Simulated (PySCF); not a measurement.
Mean polarisability (bohr³) of eight silicon and germanium compounds: PBE beside r2SCAN, computed with PySCF for isolated molecules in the bases named; differences from unrounded values. The eight are the first of their class met in an unordered collection, after screening for sound electronic states; none was chosen by its value. Each molecule has one DFT geometry for both levels.

| molecule | basis | r2SCAN | PBE | difference |
|---|---|---|---|---|
| CH₆Cl₂Si₂, SMILES Cl[SiH](C[SiH3])Cl | def2-TZVP | 85.7 | 88.3 | 2.7 |
| FH6NOSi2, SMILES N[Si@@H](O)[SiH2]F | def2-TZVP | 64.5 | 67.0 | 2.5 |
| C2H9FOSi2, SMILES [Si@@H](F)(C[SiH3])CO | def2-TZVP | 79.9 | ? | ? |
| ClGeH6NSi, SMILES N[Si@@H](Cl)[GeH3] | def2-TZVP | 78.8 | 81.1 | 2.3 |
| Ge(H)2(F)(OMe) (CH5FGeO), SMILES [O]([GeH2][F])C | def2-TZVP | 44.6 | ? | ? |
| C₃H₇FOSi, SMILES O=CC[SiH2]CF | def2-TZVP | 66.6 | ? | ? |
| C5H8Si, SMILES C#CC(=C)[SiH2]C | def2-TZVP | 87.5 | 89.3 | 1.8 |
| CH3Cl2NSi2, SMILES Cl[Si]1(Cl)C=N[SiH2]1 | def2-TZVP | 92.0 | 94.9 | 2.8 |

Q: Fill in the missing entries. (Estimate from the structure and the level; the computed values follow.)

A: 
- C2H9FOSi2, SMILES [Si@@H](F)(C[SiH3])CO, PBE: 82.5
- C2H9FOSi2, SMILES [Si@@H](F)(C[SiH3])CO, difference: 2.6
- Ge(H)2(F)(OMe) (CH5FGeO), SMILES [O]([GeH2][F])C, PBE: 46.0
- Ge(H)2(F)(OMe) (CH5FGeO), SMILES [O]([GeH2][F])C, difference: 1.4
- C₃H₇FOSi, SMILES O=CC[SiH2]CF, PBE: 68.7
- C₃H₇FOSi, SMILES O=CC[SiH2]CF, difference: 2.1

PBE lies below r2SCAN in 0 and above it in 8 of the eight; the mean signed difference is 2.3 and the largest 2.8 bohr³.
